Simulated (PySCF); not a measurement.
# Two-component Hartree-Fock for Sb²¹⁺ (antimony, charge +21)

Start: [Ar] 3d10 4s2. Calculated with PySCF 2.14 in an even-tempered Gaussian basis (20 s from 0.57 bohr⁻², ratio 2.6; 15 p from 0.74 bohr⁻², ratio 2.6; 10 d from 0.74 bohr⁻², ratio 2.6; 6 f from 0.76 bohr⁻², ratio 2.8): generalised Hartree-Fock with the X2C-1e Hamiltonian and a Gaussian nucleus; spin-orbit coupling (SO) screened by Boettger's factors.

```json
{"spinor shell": "1s1/2", "electrons": "2", "ε, screened SO (eV)": "-31265.5", "weight of nominal j (screened SO)": "1.000", "rms radius, screened SO (bohr)": "0.0325"}
{"spinor shell": "2s1/2", "electrons": "2", "ε, screened SO (eV)": "-5367.7", "weight of nominal j (screened SO)": "1.000", "rms radius, screened SO (bohr)": "0.132"}
{"spinor shell": "2p1/2", "electrons": "2", "ε, screened SO (eV)": "-5051.6", "weight of nominal j (screened SO)": "1.000", "rms radius, screened SO (bohr)": "0.115"}
{"spinor shell": "2p3/2", "electrons": "4", "ε, screened SO (eV)": "-4796.5", "weight of nominal j (screened SO)": "1.000", "rms radius, screened SO (bohr)": "0.120"}
{"spinor shell": "3s1/2", "electrons": "2", "ε, screened SO (eV)": "-1550.8", "weight of nominal j (screened SO)": "1.000", "rms radius, screened SO (bohr)": "0.347"}
{"spinor shell": "3p1/2", "electrons": "2", "ε, screened SO (eV)": "-1419.4", "weight of nominal j (screened SO)": "1.000", "rms radius, screened SO (bohr)": "0.340"}
{"spinor shell": "3p3/2", "electrons": "4", "ε, screened SO (eV)": "-1369.4", "weight of nominal j (screened SO)": "1.000", "rms radius, screened SO (bohr)": "0.350"}
{"spinor shell": "3d3/2", "electrons": "4", "ε, screened SO (eV)": "-1144.7", "weight of nominal j (screened SO)": "1.000", "rms radius, screened SO (bohr)": "0.321"}
{"spinor shell": "3d5/2", "electrons": "6", "ε, screened SO (eV)": "-1134.4", "weight of nominal j (screened SO)": "1.000", "rms radius, screened SO (bohr)": "0.324"}
{"spinor shell": "4s1/2", "electrons": "2", "ε, screened SO (eV)": "-656.73", "weight of nominal j (screened SO)": "1.000", "rms radius, screened SO (bohr)": "0.743"}
```

```tsv
quantity	screened SO
E (hartree)	-6288.89061
M_J	0
⟨J²⟩	0.000
⟨L²⟩	0.013
⟨S²⟩	0.013
```

Breit and QED terms are absent; they matter most for the inner s and p1/2 levels.

Densities and radii are taken from the X2C orbitals without a picture-change correction, which distorts them close to the nucleus.
